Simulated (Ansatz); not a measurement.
A further run on (KH)2 ring (K2H2).

```yaml
crystal:
  periodic: [false, false, false]
  atoms:
    - {symbol: K, position_ang: [1.094284, 0.957269, 1.036488]}
    - {symbol: H, position_ang: [0.111224, 1.197807, -1.223900]}
    - {symbol: K, position_ang: [-1.094287, -0.957267, -1.036487]}
    - {symbol: H, position_ang: [-0.111220, -1.197809, 1.223898]}
basis:
  gaussian: {orbitals: def2-TZVP, point_charges: [{charge: 2.00, position_ang: [4.240, 0.639, 0.502]}]}
hamiltonian: {xc: {name: wB97X}, pseudopotentials: {relativity: none}}
scf: {omitted_lower_state_checks: [starts]}
output: {forces: true}
```

```sh
$ ansatz run in.yaml --threads 4 --pin off --events-out ev --progress --plain --max-ram 3916MiB
```

Output, abridged:

```
Functional definition: wB97X
744 factors; integrals over basis functions are off by at most 5.6e-4 eV
244 factors; integrals over basis functions are off by at most 3.7e-5 eV
mean field evaluation 1: about -32685.4129 eV, gradient 1.6e1 eV
mean field evaluation 2: about -32685.4185 eV, gradient 1.7e1 eV
mean field evaluation 4: about -32686.8565 eV, gradient 1.6e0 eV
mean field evaluation 8: about -32686.8989 eV, gradient 3.8e0 eV
mean field evaluation 16: about -32687.3582 eV, gradient 6.7e-4 eV
a density is far from that of the atoms, so the factors are made again for it
811 factors; integrals over basis functions are off by at most 5.4e-4 eV
282 factors; integrals over basis functions are off by at most 3.7e-5 eV
mean field -32687.35816389 eV, -1201.2382562359 hartree, gradient 1.9e-5 eV, S^2 0.000000; 0 other end points of the search recorded, 0 dependent functions left out
reference -32687.35810551 eV, -1201.2382540905 hartree; 20, 20 occupied and 58, 58 virtual orbitals, 811 factors
Total energy: -32687.35810551 eV, -1201.2382540905 hartree
Atom 0 at     1.094284     0.957269     1.036488 Å, force     6.851182    -0.257996    -1.183149 eV/Å
Atom 1 at     0.111224     1.197807    -1.223900 Å, force     0.104943    -0.089046     0.696535 eV/Å
Atom 2 at    -1.094287    -0.957267    -1.036487 Å, force    -0.929828    -0.683026    -0.731873 eV/Å
Atom 3 at    -0.111220    -1.197809     1.223898 Å, force     0.263813     0.364003    -0.080827 eV/Å
Dipole moment:    -5.906044    -1.251928    -1.133687 e Å
Checks for a lower state left out: starts
```

It took 4.8 s on 4 threads of Arm Neoverse V1 on a shared host.
